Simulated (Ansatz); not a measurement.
Ansatz (an electronic-structure program) input for ClH4MoN3, SMILES [NH]=[Mo]([NH2])(=[NH])[Cl], multiplicity 1, r2SCAN-D4/def2-SVP. 

Ansatz 0.2 input:
```yaml
crystal:
  periodic: [false, false, false]
  atoms:
    - {symbol: Mo, position_ang: [-0.08389931, 0.24232040, 0.00000000]}
    - {symbol: N, position_ang: [-0.87902255, 0.70294640, -1.47261758]}
    - {symbol: H, position_ang: [-1.49973002, 1.04817380, -2.19524742]}
    - {symbol: N, position_ang: [-0.87902253, 0.70294642, 1.47261759]}
    - {symbol: H, position_ang: [-1.49972998, 1.04817382, 2.19524744]}
    - {symbol: Cl, position_ang: [0.19102396, -1.93518962, 0.00000000]}
    - {symbol: N, position_ang: [1.62121598, 1.12219306, -0.00000002]}
    - {symbol: H, position_ang: [2.11681372, 1.46390893, 0.82467269]}
    - {symbol: H, position_ang: [2.11681371, 1.46390892, -0.82467274]}
basis:
  gaussian:
    orbitals: def2-SVP
hamiltonian:
  xc: r2scan
  dispersion: d4
relax: {f_tol: 0.002, max_steps: 200}
```

Program output:

```
WARN ansatz: RAYON_NUM_THREADS=1 ignored (pool sized by the plan → 1); use --threads N
Functional definition: r2SCAN
integrals: 0.06 GiB planned
1246 factors; their error is unknown
mean field: 0.35 GiB planned
mean field evaluation 1: about -18885.4095 eV, gradient 1.0e2 eV
mean field evaluation 2: about -18701.6630 eV, gradient 2.7e2 eV
mean field evaluation 4: about -18905.1333 eV, gradient 2.9e1 eV
mean field evaluation 8: about -18907.2426 eV, gradient 7.2e-1 eV
mean field evaluation 16: about -18907.1939 eV, gradient 2.0e-3 eV
mean field -18907.19386905 eV, -694.8265589312 hartree, gradient 1.8e-5 eV, S^2 0.000000; 0 other end points of the search recorded, 0 dependent functions left out
the calculation of the forces begins
reference -18907.19389526 eV, -694.8265598945 hartree; 28, 28 occupied and 83, 83 virtual orbitals, 1246 factors
relax step   1: F+E_penalty+E_count = -18907.25968682 eV  Δ(F+E_penalty+E_count) = +0.000e0 eV  max|allowed force component| = 2.125e0 eV/Å  Δτ_max = 0.0000 Å  (35 SCF iters, accepted)
these checks for a lower state are left out or cut short: starts, cluster_reference, orbital_swaps, neighbouring_geometries, increment
integrals: 0.06 GiB planned
1246 factors; their error is unknown
mean field: 0.35 GiB planned
mean field -18907.34822086 eV, -694.8322312557 hartree, gradient 1.8e-5 eV, S^2 0.000000; 0 other end points of the search recorded, 0 dependent functions left out
the calculation of the forces begins
reference -18907.34824711 eV, -694.8322322203 hartree; 28, 28 occupied and 83, 83 virtual orbitals, 1246 factors
relax step   2: F+E_penalty+E_count = -18907.41337791 eV  Δ(F+E_penalty+E_count) = -1.537e-1 eV  max|allowed force component| = 3.097e-1 eV/Å  Δτ_max = 0.1353 Å  (35 SCF iters, accepted)
these checks for a lower state are left out or cut short: starts, cluster_reference, orbital_swaps, neighbouring_geometries, increment
integrals: 0.06 GiB planned
1246 factors; their error is unknown
mean field: 0.35 GiB planned
mean field evaluation 32: about -18907.3941 eV, gradient 3.1e0 eV
mean field -18907.37060644 eV, -694.8330539107 hartree, gradient 1.2e-5 eV, S^2 0.000000; 0 other end points of the search recorded, 0 dependent functions left out
the calculation of the forces begins
reference -18907.37063275 eV, -694.8330548774 hartree; 28, 28 occupied and 83, 83 virtual orbitals, 1246 factors
relax step   3: F+E_penalty+E_count = -18907.43576739 eV  Δ(F+E_penalty+E_count) = -2.239e-2 eV  max|allowed force component| = 2.434e-1 eV/Å  Δτ_max = 0.0553 Å  (36 SCF iters, accepted)
these checks for a lower state are left out or cut short: starts, cluster_reference, orbital_swaps, neighbouring_geometries, increment
integrals: 0.06 GiB planned
1246 factors; their error is unknown
mean field: 0.35 GiB planned
mean field -18907.38826293 eV, -694.8337027747 hartree, gradient 2.5e-5 eV, S^2 0.000000; 0 other end points of the search recorded, 0 dependent functions left out
the calculation of the forces begins
reference -18907.38828929 eV, -694.8337037434 hartree; 28, 28 occupied and 83, 83 virtual orbitals, 1246 factors
relax step   4: F+E_penalty+E_count = -18907.45338438 eV  Δ(F+E_penalty+E_count) = -1.762e-2 eV  max|allowed force component| = 3.162e-1 eV/Å  Δτ_max = 0.1025 Å  (34 SCF iters, accepted)
these checks for a lower state are left out or cut short: starts, cluster_reference, orbital_swaps, neighbouring_geometries, increment
integrals: 0.06 GiB planned
1246 factors; their error is unknown
mean field: 0.35 GiB planned
mean field -18907.39070970 eV, -694.8337926916 hartree, gradient 2.4e-5 eV, S^2 0.000000; 0 other end points of the search recorded, 0 dependent functions left out
the calculation of the forces begins
reference -18907.39073611 eV, -694.8337936625 hartree; 28, 28 occupied and 83, 83 virtual orbitals, 1246 factors
relax step   5: F+E_penalty+E_count = -18907.45588347 eV  Δ(F+E_penalty+E_count) = -2.499e-3 eV  max|allowed force component| = 2.475e-1 eV/Å  Δτ_max = 0.0477 Å  (33 SCF iters, accepted)
these checks for a lower state are left out or cut short: starts, cluster_reference, orbital_swaps, neighbouring_geometries, increment
integrals: 0.06 GiB planned
1246 factors; their error is unknown
mean field: 0.35 GiB planned
mean field -18907.39368317 eV, -694.8339019649 hartree, gradient 1.4e-5 eV, S^2 0.000000; 0 other end points of the search recorded, 0 dependent functions left out
the calculation of the forces begins
reference -18907.39370959 eV, -694.8339029357 hartree; 28, 28 occupied and 83, 83 virtual orbitals, 1246 factors
relax step   6: F+E_penalty+E_count = -18907.45887099 eV  Δ(F+E_penalty+E_count) = -2.988e-3 eV  max|allowed force component| = 6.197e-2 eV/Å  Δτ_max = 0.0151 Å  (35 SCF iters, accepted)
these checks for a lower state are left out or cut short: starts, cluster_reference, orbital_swaps, neighbouring_geometries, increment
integrals: 0.06 GiB planned
1246 factors; their error is unknown
mean field: 0.35 GiB planned
mean field evaluation 64: about -18907.4459 eV, gradient 3.7e-1 eV
mean field -18907.39385424 eV, -694.8339082515 hartree, gradient 1.3e-5 eV, S^2 0.000000; 0 other end points of the search recorded, 0 dependent functions left out
the calculation of the forces begins
reference -18907.39388066 eV, -694.8339092224 hartree; 28, 28 occupied and 83, 83 virtual orbitals, 1246 factors
relax step   7: F+E_penalty+E_count = -18907.45905251 eV  Δ(F+E_penalty+E_count) = -1.815e-4 eV  max|allowed force component| = 9.065e-3 eV/Å  Δτ_max = 0.0026 Å  (37 SCF iters, accepted)
these checks for a lower state are left out or cut short: starts, cluster_reference, orbital_swaps, neighbouring_geometries, increment
integrals: 0.06 GiB planned
1246 factors; their error is unknown
mean field: 0.35 GiB planned
mean field -18907.39387117 eV, -694.8339088736 hartree, gradient 2.4e-5 eV, S^2 0.000000; 0 other end points of the search recorded, 0 dependent functions left out
the calculation of the forces begins
reference -18907.39389759 eV, -694.8339098446 hartree; 28, 28 occupied and 83, 83 virtual orbitals, 1246 factors
relax step   8: F+E_penalty+E_count = -18907.45907198 eV  Δ(F+E_penalty+E_count) = -1.947e-5 eV  max|allowed force component| = 3.843e-3 eV/Å  Δτ_max = 0.0027 Å  (26 SCF iters, accepted)
these checks for a lower state are left out or cut short: starts, cluster_reference, orbital_swaps, neighbouring_geometries, increment
integrals: 0.06 GiB planned
1246 factors; their error is unknown
mean field: 0.35 GiB planned
mean field -18907.39387572 eV, -694.8339090407 hartree, gradient 1.7e-5 eV, S^2 0.000000; 0 other end points of the search recorded, 0 dependent functions left out
the calculation of the forces begins
reference -18907.39390214 eV, -694.8339100118 hartree; 28, 28 occupied and 83, 83 virtual orbitals, 1246 factors
relax step   9: F+E_penalty+E_count = -18907.45907740 eV  Δ(F+E_penalty+E_count) = -5.412e-6 eV  max|allowed force component| = 3.039e-3 eV/Å  Δτ_max = 0.0012 Å  (27 SCF iters, accepted)
these checks for a lower state are left out or cut short: starts, cluster_reference, orbital_swaps, neighbouring_geometries, increment
integrals: 0.06 GiB planned
1246 factors; their error is unknown
mean field: 0.35 GiB planned
mean field -18907.39387902 eV, -694.8339091621 hartree, gradient 1.3e-5 eV, S^2 0.000000; 0 other end points of the search recorded, 0 dependent functions left out
the calculation of the forces begins
reference -18907.39390544 eV, -694.8339101331 hartree; 28, 28 occupied and 83, 83 virtual orbitals, 1246 factors
relax step  10: F+E_penalty+E_count = -18907.45908028 eV  Δ(F+E_penalty+E_count) = -2.883e-6 eV  max|allowed force component| = 1.616e-3 eV/Å  Δτ_max = 0.0008 Å  (26 SCF iters, accepted)
integrals: 0.06 GiB planned
1246 factors; their error is unknown
mean field: 0.35 GiB planned
mean field evaluation 96: about -18695.6969 eV, gradient 2.7e2 eV
mean field -18907.39387902 eV, -694.8339091621 hartree, gradient 1.3e-5 eV, S^2 0.000000; 1 other end points of the search recorded, 0 dependent functions left out
the calculation of the forces begins
reference -18907.39390544 eV, -694.8339101331 hartree; 28, 28 occupied and 83, 83 virtual orbitals, 1246 factors
Total energy: -18907.45910670 eV, -694.8363062352 hartree
Atom 0 at    -0.013554     0.215196    -0.000000 Å, force    -0.000121    -0.001616    -0.000000 eV/Å
Atom 1 at    -0.843715     0.709513    -1.439957 Å, force     0.000247     0.000535     0.000256 eV/Å
Atom 2 at    -1.616626     1.101721    -1.978109 Å, force    -0.000410    -0.000194    -0.000801 eV/Å
Atom 3 at    -0.843715     0.709513     1.439957 Å, force     0.000247     0.000535    -0.000256 eV/Å
Atom 4 at    -1.616626     1.101721     1.978109 Å, force    -0.000410    -0.000194     0.000801 eV/Å
Atom 5 at     0.188561    -2.091660     0.000000 Å, force    -0.000272     0.000520     0.000000 eV/Å
Atom 6 at     1.695714     1.115929    -0.000000 Å, force    -0.000047    -0.000841    -0.000000 eV/Å
Atom 7 at     2.127212     1.498725     0.838775 Å, force     0.000382     0.000627     0.000407 eV/Å
Atom 8 at     2.127212     1.498725    -0.838775 Å, force     0.000382     0.000627    -0.000407 eV/Å
Dipole moment:    -0.006611     0.793222    -0.000000 e Å
```

Self-consistency was reached.

Cost: about 70 core-seconds (a rough figure).
